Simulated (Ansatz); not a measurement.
The same path of C2H5Te (8 atoms, charge 1, multiplicity 1) was run twice with different band settings. The coordinate that changes most is the dihedral H6–C1–C2–Te3.

These are results of RKS PBE0-D4/def2-SVP (Ansatz 0.2.0), not measurements.

Relaxed end points:

```xyz
8
Properties=species:S:1:pos:R:3
C -0.084 1.089 -0.243
C -0.154 -0.344 0.009
Te 1.306 -1.455 0.767
H -0.914 1.582 0.303
H -0.328 1.270 -1.310
H 0.868 1.573 0.010
H -1.091 -0.864 -0.236
H 0.398 -2.852 0.701
```

```xyz
8
Properties=species:S:1:pos:R:3
C -0.156 1.093 -0.184
C 0.021 -0.353 -0.133
Te 0.400 -1.411 1.503
H -0.067 1.619 0.775
H -1.142 1.310 -0.643
H 0.569 1.510 -0.912
H -0.061 -0.915 -1.074
H 0.437 -2.853 0.668
```

Common settings: movable images 7; climbing image yes; spring 5.0 eV/Å²; optimiser quadratic models (default); force threshold 0.05 eV/Å; end points relaxed.

| run | start path | iteration limit |
| --- | --- | --- |
| 1 | through a guess of the saddle point | 50 |
| 2 | straight line | 60 |

**Question.** What does each run give, and how far can it be trusted?

**Answer.** Run 1: converged after 5 iterations, highest image 0.112 eV above the first end. A vibrational analysis at the climbing image gives one clearly imaginary mode, 241i cm⁻¹: a first-order saddle point.
Run 2: converged after 6 iterations, highest image 0.112 eV above the first end. Another band between the same ends (7 images) ends at a top of the same energy, where a vibrational analysis finds 1 clearly imaginary mode.
